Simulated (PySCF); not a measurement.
Ligand exchange on a metal centre used in film growth or etching (Sc Cl-NH2). Gas-phase values, no solvent. One relaxed conformer stands for each flexible species; it need not be the lowest.

The charge on the central atom (Mulliken) from two functionals at the same geometries (BP86-D3(BJ)/def2-SVP), both in PySCF: PBE-D3(BJ)/def2-TZVP and B3LYP-D3(BJ)/def2-TZVP. B3LYP has the VWN-RPA correlation part, as in Gaussian. 

```csv
species,PBE-D3(BJ)/def2-TZVP (e),B3LYP-D3(BJ)/def2-TZVP (e)
0 of 3 Cl replaced by NH2,1.04,1.12
1 of 3 Cl replaced by NH2 ([Sc(Cl)2(NH2)]),1.08,1.18
2 of 3 Cl replaced by NH2 ([Sc(Cl)(NH2)2]),1.15,1.26
3 of 3 Cl replaced by NH2 ([Sc(NH2)3]),1.23,1.36
```

Over these rows, drawn at random from the members with no instability flagged (it was tested for open shells, ions and some series alone), PBE minus B3LYP-D3(BJ): mean -0.10 e, from -0.13 e to -0.08 e.
